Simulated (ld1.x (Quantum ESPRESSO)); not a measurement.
An all-electron radial function and its pseudo partner (Ce (Z = 58))

Columns: radius, all-electron u(r) and pseudo u(r) of the 4f shell (level -11.34 eV) of cerium in the configuration [Kr] 4d10 5s2 4f1 5p6 5d1 6s1 6p0; Wu–Cohen, scalar-relativistic, TM semilocal scheme, ld1.x (Quantum ESPRESSO) 7.5.

```json
{"r (bohr)": "0.185", "all-electron": "0.1974", "pseudo": "0.0445"}
{"r (bohr)": "0.370", "all-electron": "0.6458", "pseudo": "0.4271"}
{"r (bohr)": "0.555", "all-electron": "0.9020", "pseudo": "0.9304"}
{"r (bohr)": "0.740", "all-electron": "0.9514", "pseudo": "1.0398"}
{"r (bohr)": "0.925", "all-electron": "0.8944", "pseudo": "0.9185"}
{"r (bohr)": "1.110", "all-electron": "0.7988", "pseudo": "0.7994"}
{"r (bohr)": "1.295", "all-electron": "0.6964", "pseudo": "0.6964"}
{"r (bohr)": "1.480", "all-electron": "0.5994", "pseudo": "0.5994"}
{"r (bohr)": "1.665", "all-electron": "0.5121", "pseudo": "0.5121"}
{"r (bohr)": "1.850", "all-electron": "0.4358", "pseudo": "0.4358"}
{"r (bohr)": "2.035", "all-electron": "0.3701", "pseudo": "0.3701"}
{"r (bohr)": "2.220", "all-electron": "0.3141", "pseudo": "0.3141"}
{"r (bohr)": "2.405", "all-electron": "0.2666", "pseudo": "0.2666"}
{"r (bohr)": "2.590", "all-electron": "0.2264", "pseudo": "0.2264"}
{"r (bohr)": "2.775", "all-electron": "0.1925", "pseudo": "0.1925"}
{"r (bohr)": "2.960", "all-electron": "0.1639", "pseudo": "0.1639"}
{"r (bohr)": "3.145", "all-electron": "0.1398", "pseudo": "0.1398"}
{"r (bohr)": "3.330", "all-electron": "0.1194", "pseudo": "0.1194"}
{"r (bohr)": "3.515", "all-electron": "0.1021", "pseudo": "0.1021"}
{"r (bohr)": "3.700", "all-electron": "0.0875", "pseudo": "0.0875"}
{"r (bohr)": "3.885", "all-electron": "0.0750", "pseudo": "0.0750"}
{"r (bohr)": "4.070", "all-electron": "0.0643", "pseudo": "0.0643"}
{"r (bohr)": "4.255", "all-electron": "0.0552", "pseudo": "0.0552"}
{"r (bohr)": "4.440", "all-electron": "0.0473", "pseudo": "0.0473"}
{"r (bohr)": "4.625", "all-electron": "0.0406", "pseudo": "0.0406"}
{"r (bohr)": "4.810", "all-electron": "0.0348", "pseudo": "0.0348"}
```

Task: How many radial nodes do the two functions have?

Result: The all-electron 4f function has n − l − 1 = 0; the pseudo-wave has 0.

Task: At about which radius was the pseudo-wave matched?

Result: 1.25 bohr, where the columns begin to agree (steps of 0.18 bohr).

Task: Where does each function peak?

Result: Outermost all-electron maximum near 0.74 bohr, pseudo maximum near 0.74 bohr (to the table’s step).

Task: Is the pseudo-wave norm-conserving?

Result: Yes: the TM semilocal scheme keeps the norm inside the radius equal to the all-electron one, which fixes the energy derivative of the logarithmic derivative at the level.
